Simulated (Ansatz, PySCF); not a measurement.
C3H8Si, SMILES C=CC[SiH3]. Atoms are numbered in the order given.

```xyz
12

Si     1.4679     0.4984    -0.0975
C      0.1190    -0.8345     0.0480
C     -1.1930    -0.2642     0.4971
C     -2.2640    -0.0671    -0.2789
H      2.7808    -0.1303    -0.4328
H      1.1086     1.4750    -1.1655
H      1.6045     1.2295     1.1969
H      0.4830    -1.5943     0.7623
H      0.0216    -1.3293    -0.9331
H     -1.2439     0.0432     1.5498
H     -2.2652    -0.3507    -1.3368
H     -3.1783     0.3838     0.1155
```

The structure is a stationary point at B3LYP-D3(BJ)/def2-SVP. One conformer was computed; it need not be the lowest.

Two levels are set side by side: PBE-D3(BJ)/def2-SVP (Ansatz, a program for electronic structure) and B3LYP-D3(BJ)/def2-SVP (Ansatz). Each level has its own optimised geometry; the coordinates shown are those of the second. Frequencies come from the Hessian of PySCF at each geometry. Differences are taken from unrounded values.

```csv
quantity,B3LYP-D3(BJ),PBE-D3(BJ),PBE-D3(BJ) minus B3LYP-D3(BJ)
mean bond length (Å),1.337,1.346,0.008
bond Si1–C2 (Å),1.902,1.909,0.007
bond C2–C3 (Å),1.499,1.499,0.000
bond C3–C4 (Å),1.337,1.346,0.009
bond Si1–H5 (Å),1.494,1.507,0.013
bond Si1–H6 (Å),1.491,1.504,0.013
bond Si1–H7 (Å),1.493,1.506,0.013
bond C2–H8 (Å),1.105,1.112,0.008
bond C2–H9 (Å),1.103,1.111,0.008
bond C3–H10 (Å),1.098,1.106,0.008
bond C4–H11 (Å),1.095,1.103,0.008
bond C4–H12 (Å),1.093,1.101,0.008
highest harmonic wavenumber (cm⁻¹),3228,3169,-59
mean harmonic wavenumber (cm⁻¹),1384,1345,-38
zero-point energy (kcal/mol),59.35,57.70,-1.65
```

GGA bonds tend to be longer and softer than those of functionals with exact exchange. Differences between two approximate levels are no errors against the true value.
